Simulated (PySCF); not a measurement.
**Two-component Hartree-Fock for Ir (iridium, neutral)**

Start: [Xe] 4f14 5d7 6s2; 5d3/2 filled at m_j = -3/2, -1/2, +1/2, +3/2; 5d5/2 filled at m_j = +1/2, +3/2, +5/2. Calculated with PySCF 2.14 in x2c-TZVPall-2c (11s11p10d2f, 108 functions): generalised Hartree-Fock with the X2C-1e Hamiltonian and a Gaussian nucleus; one run each with spin-orbit coupling (SO) switched off, then screened by Boettger's factors.

| spinor shell | electrons | ε, spin-free (eV) | ε, screened SO (eV) | weight of nominal j (screened SO) | rms radius, screened SO (bohr) |
| --- | --- | --- | --- | --- | --- |
| 1s1/2 | 2 | -76535.0 | -76507.9 | 1.000 | 0.0197 |
| 2s1/2 | 2 | -13537.0 | -13528.3 | 1.000 | 0.0795 |
| 2p1/2 | 2 | -11768.6 | -12936.7 | 1.000 | 0.0675 |
| 2p3/2 | 4 | -11768.6 | -11303.4 | 1.000 | 0.0752 |
| 3s1/2 | 2 | -3232.5 | -3229.5 | 1.000 | 0.203 |
| 3p1/2 | 2 | -2706.9 | -2965.1 | 1.000 | 0.195 |
| 3p3/2 | 4 | -2706.9 | -2601.8 | 1.000 | 0.210 |
| 3d3/2 | 4 | -2120.2 | -2165.5 | 1.000 | 0.185 |
| 3d5/2 | 6 | -2120.2 | -2087.3 | 1.000 | 0.189 |
| 4s1/2 | 2 | -724.85 | -723.75 | 1.000 | 0.450 |
| 4p1/2 | 2 | -549.44 | -611.06 | 1.000 | 0.456 |
| 4d3/2 | 4 | -329.40 | -338.96 | 1.000 | 0.507 |
| 4d5/2 | 6 | -329.40 | -322.01 | 1.000 | 0.519 |
| 5s1/2 | 2 | -115.64 | -115.34 | 1.000 | 1.05 |
| 4f5/2 | 6 | -82.793 | -84.071 | 0.996 | 0.586 |
| 4f7/2 | 8 | -82.793 | -80.798 | 0.997 | 0.587 |
| 5p1/2 | 2 | -67.322 | -78.607 | 0.985 | 1.16 |
| 5p3/2 | 4 | -67.322 | -62.405 | 0.993 | 1.25 |
| 5d3/2 | 4 | -13.348 | -14.253 | 0.731 | 1.79 |
| 5d5/2 | 3 | -13.348 | -12.168 | 0.718 | 1.87 |
| 6s1/2 | 2 | -8.129 | -8.095 | 0.995 | 3.35 |

(1) Where does 4p3/2 lie, and what is the 4p spin-orbit splitting (screened SO)?

```tsv
quantity	spin-free	screened SO
E (hartree)	-17814.21296	-17839.01996
M_J	9/2	9/2
⟨J²⟩	24.774	24.773
⟨L²⟩	12.005	13.025
⟨S²⟩	3.769	3.600
```

Each row is a mean over spinors that exchange with the open shell spreads, by up to 7.068 eV (5p3/2).

Rows whose weight is well below 1 are mixtures of j = l ± 1/2: exchange outweighs spin-orbit coupling there, and the label is only the starting occupation.

Breit and QED terms are absent; they matter most for the inner s and p1/2 levels.

Densities and radii are taken from the X2C orbitals without a picture-change correction, which distorts them close to the nucleus.

Without spin-orbit coupling the j labels of p, d and f shells carry no meaning; the spin-free column gives the mean over the occupied spinors of each nl shell.

## Answers

(1) At -523.94 eV, 87.113 eV above 4p1/2.
